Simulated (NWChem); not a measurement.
System: C3H3BFN; SMILES FB1C=CN=C1

```xyz
9

F      0.0616     2.1092     0.0000
B     -0.0106     0.7897     0.0000
C     -1.2526    -0.1445     0.0000
C     -0.7102    -1.3742     0.0000
N      0.7639    -1.4555     0.0000
C      1.2227    -0.2544     0.0000
H     -2.3176     0.0520     0.0000
H     -1.2243    -2.3315     0.0000
H      2.3025    -0.1016     0.0000
```
Atoms are numbered in this order, from 1.

Level: B3LYP/6-31G* (spherical d) (NWChem), optimised geometry, unscaled harmonic frequencies. 

```
frequency (cm⁻¹)  IR intensity (km/mol)
----------------  ---------------------
157                                 2.4
354                                25.1
358                                 5.0
543                                 0.1
612                                 1.8
726                                 0.7
798                                40.3
833                                 3.1
877                                22.8
891                                 9.9
1004                                0.0
1079                               20.8
1145                               34.1
1305                                4.9
1345                                3.3
1450                              377.4
1602                               61.2
1656                                9.9
3161                               21.8
3215                               17.4
3251                                3.6
```

```
Property                                                                           Result
-----------------------------------------------------------------------  ----------------
zero-point energy                                                           37.7 kcal/mol
thermal correction to the enthalpy at 298.15 K (with zero-point energy)     41.4 kcal/mol
heat capacity Cv                                                         17.6 cal/(mol K)
entropy at 298.15 K and 1 atm (symmetry number 1)                        72.3 cal/(mol K)
dipole moment                                                                      0.97 D
```

Rigid rotor and harmonic oscillator.
